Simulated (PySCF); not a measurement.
ClH₆NSSi₂, SMILES N[SiH2]S[SiH2]Cl.

The structure is a stationary point at B3LYP-D3(BJ)/def2-SVP. This is a generated structure with no PubChem entry under its InChIKey; it may be hypothetical. Other conformers were not sampled.

These are PBE/def2-TZVP (PySCF) values and carry that method's errors.

The molecule is in vacuum.

Computed frontier levels, gap, dipole moment and polarisability:
```json
{
 "highest_occupied_level": "-6.24 eV",
 "lowest_empty_level": "-0.96 eV",
 "orbital_gap": "5.28 eV",
 "dipole_moment": "2.42 D",
 "quadrupole, principal values (traceless, Buckingham form, about the centre of nuclear charge)": "-7.58, -0.68, 8.26 D·Å",
 "mean_static_polarisability": "93.6 bohr³ (13.87 Å³)",
 "polarisability_principal_values": "75.5, 89.1, 116.1 bohr³"
}
```
